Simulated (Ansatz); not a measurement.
`N[BH][GeH3]` + `NC1=C[SiH2]1` → `[GeH3][NH]C1=C[SiH2]1` + `BN` at 400 K and 1 bar (cleavage of the Ge–B bond).

Computed with Ansatz on PBE0-D4/def2-TZVP structures; ΔE is electronic, products minus reactants. CCSD(T)/CBS adds triple-zeta CCSD(T) − MP2 to the extrapolated MP2 energy (def2 sets, frozen cores). This one scheme is used for every species. For Ge outer-core shells are correlated without core-valence functions, which leaves a few kJ/mol of doubt a bond. Scalar relativity is left out up to krypton. Each species was taken in one conformer, which may not be the lowest.

```json
{"species": "`N[BH][GeH3]`", "CCSD(T)/CBS energy (Eh)": "-2159.24602", "H − E (kJ/mol)": "193.0", "S (J/(mol·K))": "336.5"}
{"species": "`NC1=C[SiH2]1`", "CCSD(T)/CBS energy (Eh)": "-422.82137", "H − E (kJ/mol)": "194.8", "S (J/(mol·K))": "322.5"}
{"species": "`[GeH3][NH]C1=C[SiH2]1`", "CCSD(T)/CBS energy (Eh)": "-2500.13796", "H − E (kJ/mol)": "240.4", "S (J/(mol·K))": "404.9"}
{"species": "`BN`", "CCSD(T)/CBS energy (Eh)": "-81.93499", "H − E (kJ/mol)": "142.5", "S (J/(mol·K))": "243.5"}
```

H − E and S are ideal-gas, rigid-rotor, harmonic terms from PBE0-D4/def2-TZVP, for one conformer and one mirror image of each species. 1 Eh = 2625.50 kJ/mol, R = 8.31446 J/(mol·K).

**Question.** By hand: ΔE, ΔH, ΔS and ΔG.

**Answer.** ΔE = (-2500.13796) + (-81.93499) − (-2159.24602) − (-422.82137) = -0.00556 Eh = -14.6 kJ/mol. Δ(H − E) = 240.4 + 142.5 − 193.0 − 194.8 = -4.9, so ΔH = -19.5 kJ/mol. ΔS = 404.9 + 243.5 − 336.5 − 322.5 = -10.6 J/(mol·K). ΔG = -19.5 − 400 × (-10.6)/1000 = -15.3 kJ/mol.

**Question.** By hand: the equilibrium constant, and the temperature at which ΔG would vanish if ΔH and ΔS stayed fixed.

**Answer.** log₁₀ K = −ΔG/(RT ln 10) = 2.0. ΔG = 0 at ΔH/ΔS = 1840 K, though so small a ΔS makes that figure unsure.

The number of gas molecules stays the same, so ΔS is small and ΔH decides. A doubt of 5 kJ/mol in ΔE shifts log₁₀ K by 0.7 here. Other conformers and mirror images would add mixing entropy, several J/(mol·K) or more a flexible species. These are equilibria of isolated gas molecules and say nothing of rates. Largest T1 diagnostic: 0.013 (customary marks: 0.02 for closed shells, 0.045 for open ones).
